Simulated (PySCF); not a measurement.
## Checking a proposed structure

A compound C₆H₄N₂ gives the data below (simulated from a calculation) and was assigned the structure `N#Cc1cccnc1`.

$^{13}$C{$^{1}$H} NMR (computed): δ 156.2 (CH), 142.5 (CH), 140.0 (C), 137.0 (CH), 130.8 (CH), 123.0 (C).

$^{1}$H NMR (500 MHz, computed): δ 9.08 (d, 1H), 8.08 (m, 1H), 7.92 (m, 1H), 7.56 (m, 1H).

No relativistic terms, in vacuum, single conformer. Geometry: GFN2-xTB; GIAO PBE0/pcSseg-1 shieldings; PySCF 2.14.0 with density-fitted response routines.

Shifts are taken against calculated references (same method and geometry level): $^{1}$H (31.72 ppm) and $^{13}$C (186.93 ppm) against TMS.

Q: Compare with the shifts computed for the proposed structure, pairing carbons in order of shift.

A: Numbering as in the mapped SMILES `[N:1]#[C:2][c:3]1[cH:4][cH:5][cH:6][n:7][cH:8]1` (H(Xn): hydrogen on atom n).

```
atom  computed for proposal  given list  difference
  C8                  160.6       156.2        +4.4
  C6                  158.2       142.5       +15.7
  C4                  147.2       140.0        +7.2
  C5                  128.2       137.0        -8.8
  C2                  122.7       130.8        -8.1
  C3                  114.2       123.0        -8.8
```

The rms difference is 9.5 ppm and the largest +15.7 ppm at C6 (aromatic CH next to a ring nitrogen). The carbon types in order of shift don't match either: CH, CH, CH, CH, C, C for the proposal against CH, CH, C, CH, CH, C in the data. The proposal doesn't fit.

Q: Which isomer fits?

A: SMILES N#Cc1ccccn1.

- Carbon types of the structure: 2 × C, 4 × CH, which accounts for all hydrogens.
- δC 156.2: aromatic CH next to a ring nitrogen; the adjacent pyridine-type nitrogen withdraws density from it.
- δC 142.5, 137.0, 130.8: aromatic CH.
- δC 123.0: nitrile carbon; C≡N carbons fall here, among the sp2 signals but without a proton.
- δH 9.08: hydrogen on an aromatic CH next to a ring nitrogen; ring current plus the neighbouring ring nitrogen.

The data come from this structure; uniqueness wasn't tested.

Shifts are as computed. Against solution values, carbons near 30 ppm lie about +3 ppm off and those near 130 ppm about +5 ppm. Of 1211 compounds with measured shifts, 218 miss one by over three times the rms of a fit or turn the order of signals round; such compounds aren't used in these exercises. No couplings were computed; multiplicities are counted from neighbouring protons, with m where these are inequivalent, close in shift, in a saturated or five-membered ring or joined by F or P, and br s for small geminal =CH2 splittings.
